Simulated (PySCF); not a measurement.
C4H2NO2S (charge -1).
Cartesian coordinates in Å at the GFN2-xTB level; atoms count from 1:
```
atom  x, y, z in Å
O1     2.2069    1.0478    0.6037
C2     1.7104    0.0837    0.0158
O3     2.2401   -0.8587   -0.5793
C4     0.1401    0.0405    0.0206
C5    -0.6526   -0.9622   -0.5869
N6    -1.9504   -0.8446   -0.4889
S7    -2.3344    0.5116    0.3618
C8    -0.6780    0.9532    0.6032
H9    -0.2486   -1.8058   -1.1205
H10   -0.4248    1.8391    1.1481
```

The closed-shell SCF was solved with PySCF and density fitting under several settings on one GFN2-xTB geometry (grid level 2 and gas phase unless stated).

```
                                                               settings  basis functions  SCF cycles     E (Eh)  HOMO (eV)  LUMO (eV)
PBE0/cc-pVDZ, IEF-PCM dichloromethane, grid level 3, level shift 0.1 Eh              126          12  -756.6433      -5.65      -0.15
                        B3LYP/def2-SVPD, fitting basis def2-qzvpp-jkfit              189          14  -756.7325      -1.98       2.48
                                                       PBE0/Sadlej pVTZ              218          17  -756.6463      -2.18       2.70
```

Question: Estimate the row for these settings: KT2/def2-SVP, fitting basis def2-qzvpp-jkfit.

Answer: 
```
                                    settings  basis functions  SCF cycles     E (Eh)  HOMO (eV)  LUMO (eV)
KT2/def2-SVP, fitting basis def2-qzvpp-jkfit              126          16  -765.6029       0.14       2.46
```

Question: Over all rows, what range does the HOMO–LUMO gap span?

Answer: From 2.32 eV (KT2/def2-SVP, fitting basis def2-qzvpp-jkfit) to 5.50 eV (PBE0/cc-pVDZ, IEF-PCM dichloromethane, grid level 3, level shift 0.1 Eh). The functional of the narrowest has no exact exchange, that of the widest 25 % exact exchange.

Whole jobs, the steps after the SCF included, on Intel Xeon Platinum 8488C, one thread, no GPU (shared host):

| settings | work after the SCF | wall time | peak memory |
| --- | --- | --- | --- |
| PBE0/cc-pVDZ, IEF-PCM dichloromethane, grid level 3, level shift 0.1 Eh | spin–spin couplings from 7 perturbed nuclei, spin–dipole term for 1 of them | 25 s | 0.76 GiB |
| B3LYP/def2-SVPD, fitting basis def2-qzvpp-jkfit | 25 singlets by TDA, 5 Tamm–Dancoff triplets, polarisability | 39 s | 0.76 GiB |
| PBE0/Sadlej pVTZ | spin–spin couplings from 7 perturbed nuclei, spin–dipole term for 1 of them | 42 s | 0.90 GiB |
| KT2/def2-SVP, fitting basis def2-qzvpp-jkfit | spin–spin couplings from 7 perturbed nuclei, spin–dipole term for 1 of them | 19 s | 0.49 GiB |

Cycle counts include a coarse-grid stage where the run had one. KT2 was designed for NMR shieldings or shifts; total energies of different functionals aren't comparable. The HOMO energy is positive at KT2/def2-SVP; such an orbital is held in place by the finite basis. The species at its GFN2-xTB geometry.
